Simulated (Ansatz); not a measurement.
Cost and result for the atomization energy of C2H9OPSi (`CCO[SiH2]P`) (14 atoms, 13 bonds).

Cartesian coordinates in Å:
```
C 1.119 -0.617 -1.929
C 0.936 0.353 -0.790
O -0.119 -0.099 0.042
Si -0.583 0.708 1.397
P -2.288 -0.336 2.405
H 0.203 -0.693 -2.518
H 1.365 -1.611 -1.550
H 1.927 -0.286 -2.586
H 1.863 0.434 -0.206
H 0.703 1.354 -1.176
H -1.011 2.095 1.053
H 0.553 0.803 2.358
H -1.662 -1.608 2.312
H -3.006 -0.497 1.189
```

Total charge 0; spin multiplicity 1. All single points use the PBE0-D4/def2-TZVP geometry. It is one conformer, not always the lowest. Program: Ansatz. All runs use 4 threads of an Intel Xeon Platinum 8488C on a shared host. Times are those of one run each, without the atoms' runs, and a repeat can differ threefold. Electronic energies, without spin–orbit coupling; frozen cores. CCSD(T)/CBS adds CCSD(T) − MP2 in def2-TZVPP to the MP2 limit, and its time is that of the two runs behind it. T1 = 0.012. B3LYP takes the VWN-RPA correlation (the form of Gaussian; ORCA's B3LYP/G).

CCSD(T)/CBS is a level of theory with its own doubt, some kJ/mol a heavy atom from the limit and from the frozen cores, so smaller differences don't rank the functionals.

```
                             level  functions  wall time  atomization (kJ/mol)  difference from CCSD(T)/CBS  per bond
   PBE-D4/def2-TZVPP (with forces)        303      2.3 s                4964.3                         44.9       3.5
                PBE0-D4/def2-TZVPP        303      2.9 s                4904.0                        -15.4      -1.2
r2SCAN-D4/def2-TZVPP (with forces)        303      3.6 s                4920.0                          0.6       0.0
 B3LYP-D4/def2-TZVPP (with forces)        303      4.5 s                4926.2                          6.8       0.5
                 B2PLYP/def2-TZVPP        303        6 s                4860.7                        -58.7      -4.5
                ωB97X-V/def2-TZVPP        303      6.5 s                4951.8                         32.4       2.5
  ωB97M-V/def2-TZVPP (with forces)        303      9.5 s                4940.1                         20.7       1.6
                    MP2/def2-QZVPP        581       25 s                4887.2                        -32.2      -2.5
                CCSD(T)/def2-TZVPP        303    6.5 min                4791.4                       -128.0      -9.8
                 CCSD(T)/CBS(def2)          –    6.9 min                4919.4                          0.0       0.0
```

The D4 term adds +45.3 kJ/mol with B3LYP and +24.0 kJ/mol with PBE0; it sums over pairs of atoms, weighted by their polarisabilities, and B3LYP, whose exchange is more repulsive, gets the larger term. In def2-TZVPP, CCSD(T) changes the Hartree–Fock value by +1175.6 kJ/mol (the triples alone add +59.2 kJ/mol) and MP2 by +1195.5 kJ/mol; breaking electron pairs costs correlation energy, which Hartree–Fock lacks. From PBE to PBE0 (25 % exact exchange), in def2-TZVPP and without D4, the atomization energy moves by −56.1 kJ/mol: exact exchange takes away binding that semilocal exchange gives to molecules.
